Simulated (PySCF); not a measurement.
Worked example: oscillator strength and radiative lifetime

2-chloroprop-1-ene (C3H5Cl), SMILES C=C(C)Cl.

Geometry optimised at PBE-D3(BJ)/def2-SVP.

TDA-PBE/def2-SVPD in PySCF puts the first singlet state with f over 0.02 at 6.47 eV (vertical), with the transition dipole (-0.900, 0.791, 0.000) in atomic units.

Q: Find the oscillator strength, the wavelength and the radiative lifetime that this transition would have in vacuum if emission retraced absorption.

A: 
|μ|² = 1.4357 au, so |μ| = 3.05 D. ΔE = 6.47/27.211 = 0.2378 hartree. f = (2/3) ΔE |μ|² = 0.228 (the program prints 0.228).
λ = 1239.84/6.47 = 192 nm; ν = 52184 cm⁻¹.
Einstein's coefficient A = 0.6670 ν² f s⁻¹ (ν in cm⁻¹) = 4.1e8 s⁻¹, so τ = 1/A = 2.4 ns. This state is S4; the lower singlets have f = 0.000, 0.000, 0.000. The figure is the radiative limit of this one transition; relaxation, internal conversion, crossing to triplets and a medium change what is measured.
